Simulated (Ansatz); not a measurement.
Born–Oppenheimer molecular dynamics of C2H5BN (9 atoms, charge 1, multiplicity 1). It starts from a relaxed structure.

Theory: RKS PBE0/def2-SVP in Ansatz 0.2.0.

```
ensemble                      : NVE (Milne-controlled integrator)
time step                     : 1 fs
steps asked                   : 150
starting velocities drawn for : 500 K
masses                        : H 2.014 u
seed                          : 581214
```

First frame:

```xyz
9
Properties=species:S:1:pos:R:3
C -1.687 0.257 1.567
N -0.726 0.314 0.944
B 0.555 0.403 0.145
C 0.733 -0.483 -1.083
H -2.601 0.205 2.162
H 1.294 1.239 0.584
H 1.774 -0.842 -1.152
H 0.637 0.212 -1.947
H 0.020 -1.305 -1.220
```

**Question.** How far do the bonds stretch over the last three quarters of this one trajectory? (Pairs bonded in most of those frames.)

**Answer.** 
| bond | mean (Å) | spread (Å) | shortest | longest |
| --- | --- | --- | --- | --- |
| C1–N2 | 1.148 | 0.013 | 1.13 | 1.17 |
| C1–H5 | 1.097 | 0.023 | 1.05 | 1.15 |
| N2–B3 | 1.521 | 0.032 | 1.47 | 1.61 |
| B3–C4 | 1.527 | 0.033 | 1.46 | 1.58 |
| B3–H6 | 1.206 | 0.039 | 1.15 | 1.27 |
| C4–H7 | 1.103 | 0.015 | 1.07 | 1.13 |
| C4–H8 | 1.120 | 0.034 | 1.06 | 1.18 |
| C4–H9 | 1.099 | 0.010 | 1.08 | 1.12 |

Mean temperature of the second half: 248 K. The conserved energy stayed within 0.11 meV per atom of its start (net change -0.0063 meV per atom), so the integration is sound. The temperature averaged 0.50 of the 500 K drawn at the start: a run that starts near a minimum puts about half its kinetic energy into the potential. A run of 0.15 ps of so small a system gives no equilibrium averages. Limits of this set-up: the dipole of an ion depends on the origin.

Time of the run: 4.6 min on 1 thread of Arm Neoverse V2 (shared host), peak memory 0.12 GiB.
